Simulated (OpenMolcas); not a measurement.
Ta4+ among 6 point charges of -1.7 e arranged as a trigonal antiprism (D3d), with a polar angle of 56.9° against the regular 54.74°.

```
Program             : OpenMolcas
Method              : CASSCF
Basis               : ANO-RCC-VDZP [7s6p4d2f1g]
Scalar Hamiltonian  : DKH2, point nucleus
Active space        : 1 electron in 5 orbitals (5d)
State averaging     : 2S+1 = 2 even, 5 roots
Spin-orbit coupling : state interaction with AMFI integrals over the reference wave functions
```

All point charges move together. At R = 2.03 Å the first state of the same spin is 2761 cm-1, and at R = 2.3 Å it is 1855 cm-1.

Task: A third run gives 2161 cm-1. What distance was it run at?

Result: With a power law R^-n the two known points give n = -ln(1855 / 2761) / ln(2.3 / 2.03) = 3.18. Then R = 2.03 × (2761 / 2161)^(1/3.18) = 2.193 Å. The run was at 2.19 Å, so the estimate is off by +0.003 Å.

Spin-orbit coupling mixes the spin-free states strongly: the lowest level takes only 68 % from its leading state, 2A1 (holds for R = 2.3). Point charges carry no covalency, so the field is a model and not that of real ligands. No measured value stands beside these numbers.
